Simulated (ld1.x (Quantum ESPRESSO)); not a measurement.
## selenium: excitation energies, all-electron against TM

* Element: Se
* Generator: ld1.x (Quantum ESPRESSO) 7.5
* Type: norm-conserving Troullier–Martins (Kleinman–Bylander form)
* Functional: PBEsol
* Relativity: fully relativistic
* Frozen core: [Ar] 3d10
* Valence charge: 6
* Reference configuration: 4s2 4p2 (charge +2)
* Partial waves: 4p (bound): rc 1.85 bohr; 4d channel at 0.1 Ry: rc 1.95 bohr; 4s (bound): rc 1.10 bohr
* Local potential: the s channel
* Core correction: none

Open shells are filled in proportion to 2j + 1 (rel_dist='average').

Energies are relative to the spin-unpolarised reference configuration 4s2 4p2; without spin polarisation the order of configurations can differ from experiment.

```tsv
valence configuration	charge	ΔE all-electron (eV)	error AE − PS (meV)
4s2 4p4	0	-31.226	+27
4s2 4p3	+1	-20.372	+9.7
4s2 4p1	+3	30.908	+15
4s2 4p0	+4	73.125	+61
4s1 4p4	+1	-8.837	+20
4s2 4p3.5	+0.5	-26.914	+18
```

Question: What are ΔE and the potential's error for 4s2 4p4.3?

Answer: ΔE = -32.819 eV all-electron; the error (AE − PS) is +32 meV.

Levels in the configuration 4s2 4p4:

| level | all-electron (eV) | pseudo (eV) |
| --- | --- | --- |
| 4s j=1/2 | -17.287 | -17.311 |
| 4p j=1/2 | -6.766 | -6.810 |
| 4p j=3/2 | -6.387 | -6.390 |

ld1.x printed “convergence not achieved” for 6 of the counted tests; their residual had stalled under 1e-8, short of the target of 1e-14.

Note: ghost states, extra bound levels that the all-electron valence spectrum of the same l lacks: d5/2 at -3933.2 eV, d3/2 at -2377.9 eV, p3/2 at -187.3 eV, p1/2 at -13.6 eV. A true bound ghost makes a file unfit for plane-wave use.
